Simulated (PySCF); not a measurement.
Simulated absorption spectrum

C5H3N5.
InChI=1S/C5H3N5/c1-10-8-4(2-6)5(3-7)9-10/h1H3

Computed with TDDFT PBE0/def2-SVPD, vertical, gas phase, core orbitals frozen in the response (PySCF 2.14.0, density-fitted response routines). Geometry: GFN2-xTB; no solvent, vibrations or thermal averaging.

Computed states:

```tsv
state	E (eV)	f
S1	5.83	0.178
S2	5.89	0.118
S3	6.14	0.0001
S4	6.30	0.0040
S5	6.37	0.0000
S6	6.61	0.0014
S7	6.78	0.366
S8	6.96	0.0002
```

Broadening: Gaussians 0.5 eV wide at half height, area fixed by f = 4.319×10⁻⁹ ∫ε dν̃. The width is an assumption, not a result. The curve ends short of the highest state used, and states not computed would add to its high-energy end.

Q: Give the broadened spectrum and its maxima.

A: 
λ (nm), ε (L mol⁻¹ cm⁻¹) and a bar:
```
    195.0       3945 #######
    195.9       3630 #######
    196.8       3545 #######
    197.7       3679 #######
    198.6       4020 ########
    199.5       4552 #########
    200.4       5255 ##########
    201.3       6108 ############
    202.2       7085 #############
    203.1       8153 ###############
    204.0       9280 ##################
    204.9      10425 ####################
    205.8      11550 ######################
    206.7      12613 ########################
    207.6      13575 ##########################
    208.5      14400 ###########################
    209.4      15058 #############################
    210.3      15526 #############################
    211.1      15770 ##############################
    212.0      15845 ##############################
    212.9      15712 ##############################
    213.8      15378 #############################
    214.7      14863 ############################
    215.6      14189 ###########################
    216.5      13383 #########################
    217.4      12476 ########################
    218.3      11497 ######################
    219.2      10478 ####################
    220.1       9445 ##################
    221.0       8424 ################
    221.9       7436 ##############
    222.8       6498 ############
    223.7       5622 ###########
    224.6       4818 #########
    225.5       4090 ########
    226.4       3441 ######
    227.3       2869 #####
    228.2       2371 ####
    229.0       1988 ####
    229.9       1617 ###
    230.8       1305 ##
    231.7       1045 ##
    232.6        830 ##
    233.5        655 #
    234.4        513 #
    235.3        399 #
    236.2        308 #
    237.1        236 
    238.0        180 
    238.9        136 
    239.8        102 
    240.7         77 
    241.6         57 
    242.5         42 
    243.4         31 
    244.3         23
```

Maxima: 212 nm (5.85 eV), ε about 16000, made up of S1 (60%) and S2 (40%) (ε in L mol⁻¹ cm⁻¹; maxima over ε = 5, shares over 10%). At its high-energy end, 6.36 eV, the curve is still rising (ε about 4000, from S1, S2 and S7).

Q: Coming from long wavelengths, where does ε first pass 100 L mol⁻¹ cm⁻¹?

A: At about 240 nm (5.17 eV), 0.66 eV below S1.

Q: What would ε be at 5.85 eV, the highest of these maxima, with half the width (0.25 eV)?

A: About 30600 L mol⁻¹ cm⁻¹ against 15800, a factor of about 1.9; a lone state at its own centre would give exactly 2.

Q: On this curve, what absorbance would a 10⁻⁵ mol/L sample give at 222 nm over a 1 cm path?

A: 222 nm is 5.585 eV, where ε is about 7300 L mol⁻¹ cm⁻¹, so A = ε c l ≈ 0.073 (Beer–Lambert, with the gas-phase spectrum and the assumed width).
